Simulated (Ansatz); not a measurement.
Pt2H2⁺. Charge 1, multiplicity 2. Geometry PBE0-D4/def2-TZVP, that of the neutral singlet; atoms count from 1.

Cartesian coordinates in Å:
```
Pt -0.643 0.829 -0.747
Pt 1.051 -0.742 0.046
H 0.028 -1.828 0.265
H -0.436 1.741 0.436
```

In the def2 sets Pt takes a core potential; there is no spin–orbit coupling. The structure comes from a short search, and lower isomers may exist.

Problem. Estimate the Mulliken populations from the PBE0/def2-TZVP orbitals of Ansatz.

Solution. 
```csv
atom,charge (e),spin (α − β),d electrons
Pt1,0.36,0.52,8.69
Pt2,0.36,0.52,8.69
H3,0.14,-0.02,–
H4,0.14,-0.02,–
```
Mulliken values and Mayer orders depend strongly on the basis.

Problem. Where does the spin sit?

Solution. Summed by element: Pt 1.03, H -0.03, of 1 unpaired in all. Largest on single atoms: Pt1 0.52, Pt2 0.52, H3 -0.02.

Problem. And the Mayer bond orders between bonded heavy atoms (over 0.3)?

Solution. Pt1–Pt2 1.54 (2.44 Å).
